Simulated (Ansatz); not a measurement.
Ansatz (a quantum-chemistry and plane-wave program) input (HF/6-31G*):

Ansatz 0.2 input:
```yaml
crystal:
  periodic: [false, false, false]
  atoms:
    - {symbol: N, position_ang: [1.54948429, 0.32201035, -0.74246045]}
    - {symbol: Si, position_ang: [0.13069624, 0.02347711, -0.05959599]}
    - {symbol: F, position_ang: [-0.60441831, -1.40249092, -0.28847289]}
    - {symbol: F, position_ang: [-0.03768612, 0.10918015, 1.54989624]}
    - {symbol: F, position_ang: [-1.02621624, 1.03414424, -0.53400383]}
    - {symbol: H, position_ang: [2.33874863, -0.25025318, -0.51520863]}
basis:
  gaussian:
    orbitals: 6-31G*
hamiltonian:
  xc: {name: HF}
total_charge: -1
phonons: {temperatures: {t_min: 298.15, t_max: 298.15, t_step: 100}}
```

Output:

```
Functional definition: HF
integrals: 0.02 GiB planned
767 factors; integrals over basis functions are off by at most 3.9e-4 eV
mean field: 0.20 GiB planned
mean field evaluation 1: about -17480.1364 eV, gradient 3.7e1 eV
mean field evaluation 2: about -17480.1972 eV, gradient 3.7e1 eV
mean field evaluation 4: about -17482.9170 eV, gradient 2.8e0 eV
mean field evaluation 8: about -17482.9424 eV, gradient 3.4e-4 eV
mean field -17482.94237576 eV, -642.4862819451 hartree, gradient 2.7e-5 eV, S^2 0.000000; 0 other end points of the search recorded, 0 dependent functions left out
the calculation of the forces begins
reference -17482.94237576 eV, -642.4862819451 hartree; 25, 25 occupied and 56, 56 virtual orbitals, 767 factors
these checks for a lower state are left out or cut short: stability, starts, cluster_reference, orbital_swaps, neighbouring_geometries, increment
integrals: 0.02 GiB planned
767 factors; integrals over basis functions are off by at most 3.9e-4 eV
mean field: 0.20 GiB planned
mean field evaluation 16: about -17482.9423 eV, gradient 2.5e-4 eV
mean field -17482.94229983 eV, -642.4862791547 hartree, gradient 2.8e-6 eV, S^2 0.000000; 0 other end points of the search recorded, 0 dependent functions left out
the calculation of the forces begins
reference -17482.94229983 eV, -642.4862791547 hartree; 25, 25 occupied and 56, 56 virtual orbitals, 767 factors
these checks for a lower state are left out or cut short: stability, starts, cluster_reference, orbital_swaps, neighbouring_geometries, increment
integrals: 0.02 GiB planned
767 factors; integrals over basis functions are off by at most 3.9e-4 eV
mean field: 0.20 GiB planned
mean field -17482.94230010 eV, -642.4862791646 hartree, gradient 3.3e-6 eV, S^2 0.000000; 0 other end points of the search recorded, 0 dependent functions left out
the calculation of the forces begins
reference -17482.94230010 eV, -642.4862791646 hartree; 25, 25 occupied and 56, 56 virtual orbitals, 767 factors
these checks for a lower state are left out or cut short: stability, starts, cluster_reference, orbital_swaps, neighbouring_geometries, increment
integrals: 0.02 GiB planned
767 factors; integrals over basis functions are off by at most 3.9e-4 eV
mean field: 0.20 GiB planned
mean field evaluation 32: about -17482.9423 eV, gradient 3.5e-6 eV
mean field -17482.94225568 eV, -642.4862775323 hartree, gradient 3.5e-6 eV, S^2 0.000000; 0 other end points of the search recorded, 0 dependent functions left out
the calculation of the forces begins
reference -17482.94225568 eV, -642.4862775323 hartree; 25, 25 occupied and 56, 56 virtual orbitals, 767 factors
these checks for a lower state are left out or cut short: stability, starts, cluster_reference, orbital_swaps, neighbouring_geometries, increment
integrals: 0.02 GiB planned
767 factors; integrals over basis functions are off by at most 3.9e-4 eV
mean field: 0.20 GiB planned
mean field -17482.94225372 eV, -642.4862774602 hartree, gradient 3.7e-6 eV, S^2 0.000000; 0 other end points of the search recorded, 0 dependent functions left out
the calculation of the forces begins
reference -17482.94225372 eV, -642.4862774602 hartree; 25, 25 occupied and 56, 56 virtual orbitals, 767 factors
these checks for a lower state are left out or cut short: stability, starts, cluster_reference, orbital_swaps, neighbouring_geometries, increment
integrals: 0.02 GiB planned
767 factors; integrals over basis functions are off by at most 3.9e-4 eV
mean field: 0.20 GiB planned
mean field -17482.94221508 eV, -642.4862760404 hartree, gradient 3.7e-6 eV, S^2 0.000000; 0 other end points of the search recorded, 0 dependent functions left out
the calculation of the forces begins
reference -17482.94221508 eV, -642.4862760404 hartree; 25, 25 occupied and 56, 56 virtual orbitals, 767 factors
these checks for a lower state are left out or cut short: stability, starts, cluster_reference, orbital_swaps, neighbouring_geometries, increment
integrals: 0.02 GiB planned
767 factors; integrals over basis functions are off by at most 3.9e-4 eV
mean field: 0.20 GiB planned
mean field -17482.94220743 eV, -642.4862757593 hartree, gradient 3.4e-6 eV, S^2 0.000000; 0 other end points of the search recorded, 0 dependent functions left out
the calculation of the forces begins
reference -17482.94220743 eV, -642.4862757593 hartree; 25, 25 occupied and 56, 56 virtual orbitals, 767 factors
these checks for a lower state are left out or cut short: stability, starts, cluster_reference, orbital_swaps, neighbouring_geometries, increment
integrals: 0.02 GiB planned
767 factors; integrals over basis functions are off by at most 3.9e-4 eV
mean field: 0.20 GiB planned
mean field -17482.94219042 eV, -642.4862751341 hartree, gradient 4.2e-6 eV, S^2 0.000000; 0 other end points of the search recorded, 0 dependent functions left out
[...]
767 factors; integrals over basis functions are off by at most 3.9e-4 eV
mean field: 0.20 GiB planned
mean field -17482.94234694 eV, -642.4862808859 hartree, gradient 2.7e-6 eV, S^2 0.000000; 0 other end points of the search recorded, 0 dependent functions left out
the calculation of the forces begins
reference -17482.94234694 eV, -642.4862808859 hartree; 25, 25 occupied and 56, 56 virtual orbitals, 767 factors
these checks for a lower state are left out or cut short: stability, starts, cluster_reference, orbital_swaps, neighbouring_geometries, increment
integrals: 0.02 GiB planned
767 factors; integrals over basis functions are off by at most 3.9e-4 eV
mean field: 0.20 GiB planned
mean field -17482.94229093 eV, -642.4862788279 hartree, gradient 2.9e-6 eV, S^2 0.000000; 0 other end points of the search recorded, 0 dependent functions left out
the calculation of the forces begins
reference -17482.94229093 eV, -642.4862788279 hartree; 25, 25 occupied and 56, 56 virtual orbitals, 767 factors
these checks for a lower state are left out or cut short: stability, starts, cluster_reference, orbital_swaps, neighbouring_geometries, increment
integrals: 0.02 GiB planned
767 factors; integrals over basis functions are off by at most 3.9e-4 eV
mean field: 0.20 GiB planned
mean field -17482.94229383 eV, -642.4862789344 hartree, gradient 2.9e-6 eV, S^2 0.000000; 0 other end points of the search recorded, 0 dependent functions left out
the calculation of the forces begins
reference -17482.94229383 eV, -642.4862789344 hartree; 25, 25 occupied and 56, 56 virtual orbitals, 767 factors
these checks for a lower state are left out or cut short: stability, starts, cluster_reference, orbital_swaps, neighbouring_geometries, increment
integrals: 0.02 GiB planned
767 factors; integrals over basis functions are off by at most 3.9e-4 eV
mean field: 0.20 GiB planned
mean field -17482.94236130 eV, -642.4862814138 hartree, gradient 1.6e-6 eV, S^2 0.000000; 0 other end points of the search recorded, 0 dependent functions left out
the calculation of the forces begins
reference -17482.94236130 eV, -642.4862814138 hartree; 25, 25 occupied and 56, 56 virtual orbitals, 767 factors
these checks for a lower state are left out or cut short: stability, starts, cluster_reference, orbital_swaps, neighbouring_geometries, increment
integrals: 0.02 GiB planned
767 factors; integrals over basis functions are off by at most 3.9e-4 eV
mean field: 0.20 GiB planned
mean field evaluation 96: about -17482.9423 eV, gradient 7.2e-2 eV
mean field -17482.94236091 eV, -642.4862813997 hartree, gradient 1.5e-6 eV, S^2 0.000000; 0 other end points of the search recorded, 0 dependent functions left out
the calculation of the forces begins
reference -17482.94236091 eV, -642.4862813997 hartree; 25, 25 occupied and 56, 56 virtual orbitals, 767 factors
these checks for a lower state are left out or cut short: stability, starts, cluster_reference, orbital_swaps, neighbouring_geometries, increment
integrals: 0.02 GiB planned
767 factors; integrals over basis functions are off by at most 3.9e-4 eV
mean field: 0.20 GiB planned
mean field -17482.94231491 eV, -642.4862797090 hartree, gradient 2.1e-6 eV, S^2 0.000000; 0 other end points of the search recorded, 0 dependent functions left out
the calculation of the forces begins
reference -17482.94231491 eV, -642.4862797090 hartree; 25, 25 occupied and 56, 56 virtual orbitals, 767 factors
these checks for a lower state are left out or cut short: stability, starts, cluster_reference, orbital_swaps, neighbouring_geometries, increment
integrals: 0.02 GiB planned
767 factors; integrals over basis functions are off by at most 3.9e-4 eV
mean field: 0.20 GiB planned
mean field -17482.94231809 eV, -642.4862798261 hartree, gradient 2.2e-6 eV, S^2 0.000000; 0 other end points of the search recorded, 0 dependent functions left out
the calculation of the forces begins
reference -17482.94231809 eV, -642.4862798261 hartree; 25, 25 occupied and 56, 56 virtual orbitals, 767 factors
these checks for a lower state are left out or cut short: stability, starts, cluster_reference, orbital_swaps, neighbouring_geometries, increment
integrals: 0.02 GiB planned
767 factors; integrals over basis functions are off by at most 3.9e-4 eV
mean field: 0.20 GiB planned
mean field -17482.94233809 eV, -642.4862805609 hartree, gradient 2.0e-6 eV, S^2 0.000000; 0 other end points of the search recorded, 0 dependent functions left out
the calculation of the forces begins
reference -17482.94233809 eV, -642.4862805609 hartree; 25, 25 occupied and 56, 56 virtual orbitals, 767 factors
these checks for a lower state are left out or cut short: stability, starts, cluster_reference, orbital_swaps, neighbouring_geometries, increment
integrals: 0.02 GiB planned
767 factors; integrals over basis functions are off by at most 3.9e-4 eV
mean field: 0.20 GiB planned
mean field -17482.94233675 eV, -642.4862805115 hartree, gradient 2.0e-6 eV, S^2 0.000000; 0 other end points of the search recorded, 0 dependent functions left out
the calculation of the forces begins
reference -17482.94233675 eV, -642.4862805115 hartree; 25, 25 occupied and 56, 56 virtual orbitals, 767 factors
these checks for a lower state are left out or cut short: stability, starts, cluster_reference, orbital_swaps, neighbouring_geometries, increment
integrals: 0.02 GiB planned
767 factors; integrals over basis functions are off by at most 3.9e-4 eV
mean field: 0.20 GiB planned
mean field evaluation 128: about -17482.9423 eV, gradient 9.7e-2 eV
mean field -17482.94232544 eV, -642.4862800960 hartree, gradient 2.9e-6 eV, S^2 0.000000; 0 other end points of the search recorded, 0 dependent functions left out
the calculation of the forces begins
reference -17482.94232544 eV, -642.4862800960 hartree; 25, 25 occupied and 56, 56 virtual orbitals, 767 factors
these checks for a lower state are left out or cut short: stability, starts, cluster_reference, orbital_swaps, neighbouring_geometries, increment
integrals: 0.02 GiB planned
767 factors; integrals over basis functions are off by at most 3.9e-4 eV
mean field: 0.20 GiB planned
mean field -17482.94232544 eV, -642.4862800961 hartree, gradient 2.9e-6 eV, S^2 0.000000; 0 other end points of the search recorded, 0 dependent functions left out
the calculation of the forces begins
reference -17482.94232544 eV, -642.4862800961 hartree; 25, 25 occupied and 56, 56 virtual orbitals, 767 factors
these checks for a lower state are left out or cut short: stability, starts, cluster_reference, orbital_swaps, neighbouring_geometries, increment
integrals: 0.02 GiB planned
767 factors; integrals over basis functions are off by at most 3.9e-4 eV
mean field: 0.20 GiB planned
mean field -17482.94232119 eV, -642.4862799397 hartree, gradient 2.1e-6 eV, S^2 0.000000; 0 other end points of the search recorded, 0 dependent functions left out
the calculation of the forces begins
reference -17482.94232119 eV, -642.4862799397 hartree; 25, 25 occupied and 56, 56 virtual orbitals, 767 factors
these checks for a lower state are left out or cut short: stability, starts, cluster_reference, orbital_swaps, neighbouring_geometries, increment
integrals: 0.02 GiB planned
767 factors; integrals over basis functions are off by at most 3.9e-4 eV
mean field: 0.20 GiB planned
mean field -17482.94232079 eV, -642.4862799252 hartree, gradient 2.2e-6 eV, S^2 0.000000; 0 other end points of the search recorded, 0 dependent functions left out
the calculation of the forces begins
reference -17482.94232079 eV, -642.4862799252 hartree; 25, 25 occupied and 56, 56 virtual orbitals, 767 factors
Total energy: -17482.94237576 eV, -642.4862819451 hartree
Atom 0 at     1.549484     0.322010    -0.742460 Å, force     0.000475    -0.000114    -0.000053 eV/Å
Atom 1 at     0.130696     0.023477    -0.059596 Å, force    -0.000573     0.001266    -0.000864 eV/Å
Atom 2 at    -0.604418    -1.402491    -0.288473 Å, force    -0.000259    -0.000457     0.000075 eV/Å
Atom 3 at    -0.037686     0.109180     1.549896 Å, force    -0.000126    -0.000104     0.000504 eV/Å
Atom 4 at    -1.026216     1.034144    -0.534004 Å, force     0.000384    -0.000587     0.000364 eV/Å
Atom 5 at     2.338749    -0.250253    -0.515209 Å, force     0.000099    -0.000004    -0.000027 eV/Å
Dipole moment:    -0.320434    -0.312741     0.355947 e Å
Vibrations: 202.96 301.33 347.67 395.45 419.81 437.45 707.85 801.38 891.40 936.69 1191.09 3769.09 cm⁻¹, zero-point energy 0.644853 eV
```

The blocks after the first are displaced geometries, from whose forces the wavenumbers follow.

The dipole moment of an ion depends on the origin.
